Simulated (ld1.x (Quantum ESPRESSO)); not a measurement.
Cutoff test, germanium, PAW

* Element: germanium (Ge)
* Generator: ld1.x (Quantum ESPRESSO) 7.5
* Type: PAW
* Functional: PBE
* Relativity: scalar-relativistic
* Frozen core: [Ar]
* Valence charge: 14
* Reference configuration: 3d10 4s2 4p2
* Partial waves: 4s (bound): rcut 1.45, rcutus 1.70 bohr; 4s channel at 0.05 Ry: rcut 1.45, rcutus 1.70 bohr; 4p (bound): rcut 1.70, rcutus 1.90 bohr; 4p channel at 1.95 Ry: rcut 1.70, rcutus 1.90 bohr; 3d (bound): rcut 1.35, rcutus 1.45 bohr; 3d channel at 0.7 Ry: rcut 1.35, rcutus 1.45 bohr
* Local potential: all-electron potential smoothed inside 1.15 bohr (lloc = -1)
* Core correction: Bessel-smoothed model core inside 1.25 bohr
* Augmentation charge: PSQ, inside the norm-conserving radii

The pseudo-atom Hamiltonian at the reference potential is diagonalised in spherical Bessel functions j_l(qr) that vanish at 20 bohr, with q² up to the cutoff. All-electron valence levels (Ry): 4s -0.8622, 4p -0.2863, 3d -2.1543.

Task: How do the lowest levels (Ry) of each channel move with the cutoff, and are there ghosts?

Result:

```tsv
cutoff (Ry)	s #1	s #2	p #1	d #1	f #1	f #2	Σ f·Δε (mRy)
8	-0.8554	-0.0326	-0.2861	-0.3017	0.1080	0.2313	18539.9
12	-0.8612	-0.0331	-0.2862	-1.1106	0.1080	0.2313	10439.5
18	-0.8621	-0.0333	-0.2862	-1.7769	0.1080	0.2313	3774.4
25	-0.8621	-0.0333	-0.2863	-2.0107	0.1080	0.2313	1437.0
35	-0.8622	-0.0333	-0.2863	-2.1280	0.1080	0.2313	263.2
40	-0.8622	-0.3041	-0.2863	-2.1446	0.1080	0.2313	97.1
50	-0.8622	-0.7451	-0.2863	-2.1529	0.1080	0.2313	14.0
60	-0.8731	-0.8622	-0.2863	-2.1537	0.1080	0.2313	6.1
80	-0.9404	-0.8622	-0.2863	-2.1541	0.1080	0.2313	2.6
100	-0.9539	-0.8622	-0.2863	-2.1542	0.1080	0.2313	0.8
120	-0.9555	-0.8622	-0.2863	-2.1543	0.1080	0.2313	0.5
400	-0.9557	-0.8622	-0.2863	-2.1543	0.1080	0.2313	0.0
```

Result: ghost state, extra bound levels that the all-electron valence spectrum of the same l lacks: s at -13.0 eV (a true bound ghost makes a file unfit for plane-wave use); 10 mRy is reached at 55 Ry and 1 mRy at 100 Ry.

1 of 7 tests not solved or not reliable.
